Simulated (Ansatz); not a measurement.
A nudged elastic band was laid between two geometries of CH$_{3}$FSSi (7 atoms, charge 0, multiplicity 1).

Method: Ansatz, RKS PBE/STO-3G.

```
movable images  : 7
climbing image  : yes
spring          : 5.0 eV/Å²
optimiser       : quadratic models (default)
start path      : through a guess of the saddle point
force threshold : 0.2 eV/Å
iteration limit : 60
end points      : relaxed
```

First end point:

```xyz
7
Properties=species:S:1:pos:R:3
F 0.590 -2.057 1.127
C 0.048 -1.105 0.293
Si 0.545 0.590 0.268
S -0.745 1.917 -0.783
H -0.378 -1.579 -0.630
H 0.798 1.139 1.597
H -0.857 1.094 -1.872
```

Last end point:

```xyz
7
Properties=species:S:1:pos:R:3
F 0.827 -1.672 1.214
C 0.180 -0.652 0.471
Si 1.399 0.657 -0.378
S -0.145 1.797 -1.277
H -0.470 -1.125 -0.321
H -0.539 -0.101 1.146
H -1.252 1.096 -0.855
```

Question: What changes between the two ends?

Answer: Bonds broken: Si3–H6. Bonds formed: C2–H6.

Question: Give the energies along the band, and the barrier.

Answer: The forces met the threshold. The highest image is number 4 of 0 to 8, 29.9 kcal/mol above the first end and 37.4 kcal/mol above the last; the last end lies 7.5 kcal/mol below the first. The threshold of 0.2 eV/Å is loose, so the images may lie well off the minimum-energy path. Another band between the same ends (7 images) ends at a top of the same energy, where a vibrational analysis finds 1 clearly imaginary mode. The orbitals stay closed-shell, which can raise the energy where a bond breaks towards radicals; this wasn't checked here. Limits of this set-up: minimal basis.

```tsv
image	path coordinate (Å)	energy (kcal/mol)	Si3–H6 (Å)	C2–H6 (Å)
0	0.00	0.0	1.46	2.70
1	0.46	1.1	1.46	2.66
2	0.92	8.3	1.46	2.43
3	1.38	21.0	1.48	2.11
4	1.83	29.9	1.58	1.73
5	2.31	12.3	1.90	1.27
6	2.79	-4.7	2.36	1.14
7	3.27	-7.3	2.55	1.13
8	3.75	-7.5	2.58	1.13
```

Question: What is the geometry of the highest image?

Answer: 
```xyz
7
Properties=species:S:1:pos:R:3:forces:R:3
F 0.822 -1.875 0.917 0.02 -0.02 0.02
C 0.306 -0.816 0.227 -0.01 0.02 -0.02
Si 0.965 0.930 0.328 -0.03 -0.02 0.01
S -0.475 1.852 -1.006 0.03 0.04 0.01
H -0.581 -1.171 -0.390 0.00 0.01 0.00
H -0.014 0.379 1.437 0.00 0.00 -0.02
H -1.024 0.701 -1.512 -0.02 -0.04 0.00
```

The band took 9 iterations and roughly 70 core-seconds.

Run time: 73 s on 1 CPU thread of a shared host.
